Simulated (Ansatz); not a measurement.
CHCl₂ (SMILES Cl[CH-]Cl), charge -1, singlet, at a GFN2-xTB geometry (a gas-phase anion, which may not be bound at this level). Base run: MP2/def2-SVP run with Ansatz (a program for electronic structure).

Input for Ansatz:
Ansatz 0.2 input:
```yaml
crystal:
  periodic: [false, false, false]
  atoms:
    - {symbol: C, position_ang: [-0.12314110, -0.01095061, 0.90506640]}
    - {symbol: Cl, position_ang: [-0.00135195, 1.46667290, -0.18181659]}
    - {symbol: Cl, position_ang: [-0.00783095, -1.46169315, -0.21812909]}
    - {symbol: H, position_ang: [0.89495595, -0.01895205, 1.36867808]}
basis:
  gaussian:
    orbitals: def2-SVP
total_charge: -1
magnetization: {spin_polarized: false}
correlation: {method: mp2}
```

Variants of this job, named by their change:

| change | basis functions | E (Eh) | MP2 correlation (Eh) |
|---|---|---|---|
| base | 55 | -957.46131 | -0.40146 |
| basis = STO-3G | 24 | -947.03372 | -0.04896 |
| basis = def2-SV(P) | ___ | ___ | ___ |
| basis = pcseg-1 | 55 | -957.72478 | -0.40290 |
| basis = 6-31G** | ___ | ___ | ___ |
| basis = 6-311G** | 78 | -957.84661 | -0.42252 |
| basis = aug-cc-pVDZ | ___ | ___ | ___ |
| basis = 6-311++G** | 91 | -957.85708 | -0.42731 |
| basis = 6-311+G(2d,p) | 103 | -957.90897 | -0.47569 |
| basis = pcseg-2 | 112 | -957.96745 | -0.52993 |
| basis = cc-pV(T+d)Z | ___ | ___ | ___ |
| basis = def2-QZVP | 227 | -958.07832 | -0.61221 |
| basis = def2-QZVPP | 227 | -958.07832 | -0.61221 |

Some entries are withheld; supply them.


- basis = def2-SV(P), basis functions: 52
- basis = def2-SV(P), E (Eh): -957.45032
- basis = def2-SV(P), MP2 correlation (Eh): -0.39311
- basis = 6-31G**, basis functions: 58
- basis = 6-31G**, E (Eh): -957.74842
- basis = 6-31G**, MP2 correlation (Eh): -0.39325
- basis = aug-cc-pVDZ, basis functions: 86
- basis = aug-cc-pVDZ, E (Eh): -957.87224
- basis = aug-cc-pVDZ, MP2 correlation (Eh): -0.45013
- basis = cc-pV(T+d)Z, basis functions: 122
- basis = cc-pV(T+d)Z, E (Eh): -958.00862
- basis = cc-pV(T+d)Z, MP2 correlation (Eh): -0.55698

Totals compare only among sets that treat the same electrons; sets with core potentials leave the core out.

A gas-phase anion may not be bound at this level; its values then depend on the basis.
